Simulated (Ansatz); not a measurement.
Ge₃Te₂ was relaxed with PBE-D4 (def2-SVP) in Ansatz in these states: neutral quintet, neutral singlet, neutral triplet. The geometries follow in no particular order.

In the def2 sets Te takes a core potential; there is no spin–orbit coupling.

A:

```xyz
5

Ge   -0.5620   -1.4405    0.4183
Ge    1.3634    1.3191   -0.8746
Ge    0.2600    0.9433    1.4150
Te    1.2431   -1.3491   -1.4395
Te   -2.3044    0.5272    0.4808
```

B:

Cartesian coordinates in Å:
```
Ge 0.833 1.464 -0.533
Ge 0.791 -1.111 1.123
Ge -1.626 -0.353 -0.590
Te 0.827 -1.067 -1.637
Te -0.826 1.067 1.638
```

C:

```
atom   x (Å)   y (Å)   z (Å)
 Ge1  -0.181  -1.819   0.713
 Ge2   0.223   1.516  -1.225
 Ge3  -0.116   0.817   1.381
 Te4   1.911  -0.358  -0.218
 Te5  -1.838  -0.156  -0.652
```

**Question.** Judge from the bond lengths which geometry belongs to which state (an estimate).

**Answer.** A is the neutral quintet (Ge2–Te5 3.990 Å, Ge3–Te4 3.791 Å, Ge2–Ge3 2.569 Å); B is the neutral triplet (Ge2–Te5 2.761 Å, Ge3–Te4 2.761 Å, Ge2–Ge3 3.058 Å); C is the neutral singlet (Ge2–Te5 2.715 Å, Ge3–Te4 2.836 Å, Ge2–Ge3 2.719 Å).

At PBE0-D4/def2-TZVP a singlet lies 2.90 eV below the neutral quintet. At PBE0-D4/def2-TZVP a singlet lies 1.25 eV below the neutral triplet. These are the stationary points nearest to one start from a short search; other shapes may lie lower in each state.
